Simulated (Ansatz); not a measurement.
`[NH2][Ge][F]` + `S[SiH2][SnH3]` → `[F][Ge][SH]` + `N[SiH2][SnH3]`  (redistribution)

Program: Ansatz. Geometries: PBE0-D4/def2-TZVP. ΔE: electronic, gas phase. CCSD(T)/CBS is the MP2 limit (def2-TZVPP, def2-QZVPP) plus CCSD(T) − MP2 in def2-TZVPP, frozen cores. Functionals use def2-TZVPP. Elements past krypton have def2 core potentials. For Ge, Sn outer-core shells are correlated without core-valence functions, which leaves a few kJ/mol of doubt a bond. Scalar relativity is left out up to krypton. Each species was taken in one conformer, which may not be the lowest.

`[NH2][Ge][F]`:

Cartesian coordinates in Å:
```
N 0.169 -0.616 0.010
Ge 0.613 1.075 0.485
F -0.837 1.802 -0.219
H 0.734 -1.425 0.213
H -0.680 -0.836 -0.489
```

`S[SiH2][SnH3]`:

Cartesian coordinates in Å:
```
S -1.981 0.795 1.345
Si -1.076 -0.470 -0.132
Sn 1.365 0.195 -0.541
H -1.043 0.573 2.281
H -1.172 -1.906 0.250
H -1.900 -0.252 -1.349
H 2.192 0.231 0.954
H 2.164 -0.914 -1.567
H 1.451 1.748 -1.240
```

`[F][Ge][SH]`:

Z-matrix (Å, degrees):
```
Ge
F 1 1.757
S 1 2.235 2 95.2
H 3 1.345 1 92.2 2 -180.0
```

`N[SiH2][SnH3]`:

Z-matrix (Å, degrees):
```
Si
Sn 1 2.563
N 1 1.724 2 108.1
H 1 1.496 2 108.4 3 -126.1
H 1 1.487 2 110.6 3 117.4
H 2 1.709 1 111.7 3 167.6
H 2 1.712 1 110.3 3 48.2
H 2 1.708 1 111.9 3 -71.3
H 3 1.008 1 119.5 2 167.3
H 3 1.007 1 119.8 2 -50.1
```

Is it downhill or uphill in electronic energy at CCSD(T)/CBS, and by how much? (An estimate is asked.)

Ansatz gave: Downhill: ΔE = -0.03 eV.

What do these levels give: PBE-D4, PBE0-D4, B2PLYP, PBE-QIDH, r2SCANh, CAM-B3LYP, LC-ωPBE, CCSD(T)/def2-SVP, HF/def2-TZVPP, SCS-MP2/def2-TZVPP, MP2/def2-QZVPP, SCS-MP2/def2-QZVPP? (Estimate.)

Ansatz gave: PBE-D4 -0.07, PBE0-D4 -0.06, B2PLYP -0.07, PBE-QIDH -0.03, r2SCANh -0.06, CAM-B3LYP -0.08, LC-ωPBE 0.00, CCSD(T)/def2-SVP 0.04, HF/def2-TZVPP -0.09, SCS-MP2/def2-TZVPP -0.02, MP2/def2-QZVPP -0.02, SCS-MP2/def2-QZVPP -0.03 eV.

What do rigid-rotor, harmonic-oscillator terms from PBE0-D4/def2-TZVP frequencies (298.15 K, 1 bar) make of the CCSD(T)/CBS value? (An estimate is asked.)

Computed: ΔZPE = +0.01 eV, ΔH = -0.03 eV, ΔS = 3 J/(mol·K), ΔG = -0.03 eV.

Largest T1 diagnostic among the species: 0.015.

At CCSD(T), def2-SVP lies +0.07 eV from the extrapolated value and def2-TZVPP +0.01 eV. In def2-TZVPP, CCSD(T) changes the Hartree–Fock value by +0.06 eV (the triples alone add +0.00 eV) and MP2 by +0.08 eV.
